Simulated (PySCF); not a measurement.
Point-charge models of `O=C(Cl)c1ccccc1` (benzoyl chloride) against its computed dipole.

Coordinates (GFN2-xTB, Å) and charges (e) from the PBE0/pcSseg-1 density (PySCF):

| atom | x | y | z | Mulliken | IAO | Hirshfeld | ESP-fitted |
| --- | --- | --- | --- | --- | --- | --- | --- |
| O1 | 2.902 | -1.086 | -0.648 | -0.3049 | -0.3611 | -0.2001 | -0.3484 |
| C2 | 2.293 | -0.138 | -0.267 | +0.3864 | +0.3570 | +0.1729 | +0.3272 |
| Cl3 | 3.196 | 1.335 | 0.150 | -0.1440 | -0.0971 | -0.0496 | -0.1391 |
| C4 | 0.844 | -0.030 | -0.092 | -0.3551 | -0.0702 | -0.0231 | +0.2014 |
| C5 | 0.200 | 1.121 | 0.359 | +0.0570 | -0.1263 | -0.0383 | -0.3302 |
| C6 | -1.175 | 1.132 | 0.493 | -0.0738 | -0.1485 | -0.0400 | -0.0153 |
| C7 | -1.918 | 0.004 | 0.182 | -0.0506 | -0.1241 | -0.0258 | -0.1944 |
| C8 | -1.284 | -1.145 | -0.266 | -0.0684 | -0.1485 | -0.0392 | -0.0977 |
| C9 | 0.089 | -1.166 | -0.404 | +0.0372 | -0.1163 | -0.0281 | -0.1786 |
| H10 | 0.778 | 2.000 | 0.600 | +0.1120 | +0.1723 | +0.0409 | +0.1829 |
| H11 | -1.671 | 2.026 | 0.841 | +0.1006 | +0.1619 | +0.0577 | +0.1316 |
| H12 | -2.993 | 0.020 | 0.290 | +0.1016 | +0.1622 | +0.0593 | +0.1606 |
| H13 | -1.863 | -2.023 | -0.508 | +0.1024 | +0.1624 | +0.0583 | +0.1451 |
| H14 | 0.601 | -2.050 | -0.752 | +0.0997 | +0.1763 | +0.0552 | +0.1549 |

Question: Form Σ q r in debye for every column and set it beside the full dipole.

Answer: The full density gives (-3.98, 0.52, 0.55) D, 4.05 D in size; dipole vectors point from the negative to the positive end.

| scheme | μx | μy | μz | size (D) | share of the full size (%) | angle to the full dipole (°) |
| --- | --- | --- | --- | --- | --- | --- |
| Mulliken | -4.75 | 0.62 | 0.66 | 4.83 | 119 | 0 |
| IAO | -4.08 | 0.95 | 0.71 | 4.25 | 105 | 6 |
| Hirshfeld | -2.61 | 0.41 | 0.39 | 2.67 | 66 | 2 |
| ESP-fitted | -4.02 | 0.47 | 0.54 | 4.08 | 101 | 1 |

Question: Which set comes closest?

Answer: Length of the difference vector: ESP-fitted 0.06 D, IAO 0.47 D, Mulliken 0.79 D, Hirshfeld 1.38 D. Closest: ESP-fitted. The schemes that divide the density aren't constrained to reproduce the dipole.

Question: What is left for the Hirshfeld atoms' own dipoles?

Answer: The Hirshfeld atoms' densities add up to the full density, so μ = Σ q r + Σ (atomic dipoles). The atomic dipoles sum to (-3.98, 0.52, 0.55) − (-2.61, 0.41, 0.39) = (-1.37, 0.11, 0.16) D, 1.38 D in size.

Question: With the origin at the mean of the coordinates, (0.000, 0.000, -0.002) Å, which are the largest single terms, by size, of the Hirshfeld dipole along the direction of the full one?

Answer: O1 +2.96, C2 -1.92, H12 +0.85, Cl3 +0.70, H11 +0.56 D; all 14 atoms together +2.67 D. The single terms depend on the origin, their sum doesn't.

Question: Give the size of the full dipole in other units.

Answer: 4.05 D = 1.593 au = 0.843 e·Å = 13.50 × 10⁻³⁰ C·m.

The structure is a single GFN2-xTB conformer in the gas phase; no vibrational or solvent corrections.

Conformer computed: `[O:1]=[C:2]([Cl:3])[c:4]1[cH:5][cH:6][cH:7][cH:8][cH:9]1`: O1–C2–C4–C5 180°.
